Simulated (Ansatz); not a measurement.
Relaxation of CH$_{5}$F$_{2}$NOSi (11 atoms, charge 0, multiplicity 1), to a largest force component of 0.02 eV/Å in at most 50 steps.

These are results of Ansatz, RKS B3LYP-D4/def2-SVP, not measurements.

```xyz
11
Properties=species:S:1:pos:R:3
N -0.141 -1.978 0.765
C -0.199 -0.506 0.582
F 0.758 -0.036 1.373
O 0.223 -0.190 -0.744
Si 0.048 1.385 -1.193
F -1.352 1.980 -0.642
H 0.722 -2.243 0.366
H -0.078 -2.083 1.746
H -1.119 -2.057 0.419
H 1.156 2.167 -0.543
H 0.083 1.517 -2.631
```

Problem. Where does it end, and by what steps?

Solution. The forces met the threshold. After 18 steps the energy has fallen by 1.311 eV; F3 moved furthest, 1.34 Å.

```json
{"step": "0", "energy less start (eV)": "0.0000", "largest force component (eV/Å)": "3.356", "accepted": "yes"}
{"step": "1", "energy less start (eV)": "-0.8138", "largest force component (eV/Å)": "1.209", "accepted": "yes"}
{"step": "2", "energy less start (eV)": "-1.0512", "largest force component (eV/Å)": "1.063", "accepted": "yes"}
{"step": "3", "energy less start (eV)": "-1.1116", "largest force component (eV/Å)": "0.682", "accepted": "yes"}
{"step": "4", "energy less start (eV)": "-1.1116", "largest force component (eV/Å)": "0.880", "accepted": "yes"}
{"step": "5", "energy less start (eV)": "-1.1513", "largest force component (eV/Å)": "0.441", "accepted": "yes"}
{"step": "6", "energy less start (eV)": "-1.1783", "largest force component (eV/Å)": "0.296", "accepted": "yes"}
{"step": "7", "energy less start (eV)": "-1.1933", "largest force component (eV/Å)": "0.337", "accepted": "yes"}
{"step": "8", "energy less start (eV)": "-1.2091", "largest force component (eV/Å)": "0.397", "accepted": "yes"}
{"step": "9", "energy less start (eV)": "-1.2256", "largest force component (eV/Å)": "0.507", "accepted": "yes"}
{"step": "10", "energy less start (eV)": "-1.2407", "largest force component (eV/Å)": "0.477", "accepted": "yes"}
{"step": "11", "energy less start (eV)": "-1.2590", "largest force component (eV/Å)": "0.118", "accepted": "yes"}
{"step": "12", "energy less start (eV)": "-1.2762", "largest force component (eV/Å)": "0.192", "accepted": "yes"}
{"step": "13", "energy less start (eV)": "-1.2898", "largest force component (eV/Å)": "0.325", "accepted": "yes"}
{"step": "14", "energy less start (eV)": "-1.3017", "largest force component (eV/Å)": "0.361", "accepted": "yes"}
{"step": "15", "energy less start (eV)": "-1.3098", "largest force component (eV/Å)": "0.097", "accepted": "yes"}
{"step": "16", "energy less start (eV)": "-1.3110", "largest force component (eV/Å)": "0.051", "accepted": "yes"}
{"step": "17", "energy less start (eV)": "-1.3112", "largest force component (eV/Å)": "0.034", "accepted": "yes"}
{"step": "18", "energy less start (eV)": "-1.3113", "largest force component (eV/Å)": "0.018", "accepted": "yes"}
```

```xyz
11
Properties=species:S:1:pos:R:3
N -0.356 -1.497 0.669
C 0.658 -0.247 0.810
F 1.754 -0.922 1.301
O 0.952 -0.035 -0.562
Si 0.000 1.248 -1.028
F -1.556 0.714 -0.913
H 0.037 -2.250 0.076
H -0.572 -1.865 1.599
H -1.211 -1.131 0.236
H 0.135 2.473 -0.217
H 0.260 1.467 -2.472
```

Whether the end is a true minimum wasn't checked by a vibrational analysis.

The run took 70 s on 2 threads of Arm Neoverse V1, on a shared host, peak memory 0.26 GiB.
